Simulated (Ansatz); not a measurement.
```yaml
crystal:
  periodic: [false, false, false]
  atoms:
    - {symbol: C, position_ang: [0.436043, -2.141821, 1.499798]}
    - {symbol: C, position_ang: [0.286017, -1.083081, 0.928752]}
    - {symbol: Si, position_ang: [0.012682, 0.504789, 0.075764]}
    - {symbol: O, position_ang: [-1.071784, 0.346920, -1.124394]}
    - {symbol: Cl, position_ang: [1.835449, 1.107247, -0.629351]}
    - {symbol: H, position_ang: [-0.511051, 1.520731, 0.998869]}
    - {symbol: H, position_ang: [-0.926256, -0.322786, -1.795240]}
basis:
  gaussian: {orbitals: pcseg-2}
magnetization: {spin_polarized: true, initial_magnetization: 2}
hamiltonian: {xc: {name: wB97M-V}}
accuracy: high
scf: {lower_state_search: light}
output: {forces: true}
```

```sh
$ ansatz run in.yaml --threads 4 --pin off --events-out ev --progress --plain --max-ram 10444MiB
```

Problem. How does Ansatz answer? (Best estimate.)

Solution. The calculation gave: The program refused the input.
```
Error: a molecule whose nuclei and cores have a total charge of 53 cannot have a net charge of 0 together with 2 unpaired electrons
```
